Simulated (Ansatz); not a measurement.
```xyz
3

S     0.0283    0.0138   -0.4102
O    -0.0170    1.2947    0.3556
O    -0.0058   -1.2997    0.3777
```

Basis set: STO-3G (spherical functions). Left uncorrelated: 7 orbitals. Charge 0, multiplicity 1.

Computed with Ansatz (development build ahead of 0.2.0); each method stands on the lowest determinant of its kind that the runs found. Restricted open shells among the atoms or ions are ROHF, correlated in semicanonical orbitals with singles.

Task: Give the atomization energy at this shape (free ground-state atoms in the same class of orbitals less the molecule, no zero-point energy) of singlet SO2 by RHF-MP2, RHF.

Result:

```csv
method,atomization energy
RHF-MP2,69.55 kcal/mol
RHF,-64.03 kcal/mol
```

Caution: in another basis set an unrestricted determinant lies well below. Caution for RHF: the molecule lies well above its atoms at this level.

This basis has no polarisation functions and is too small for such energies, which can lie far from measured ones in either direction.
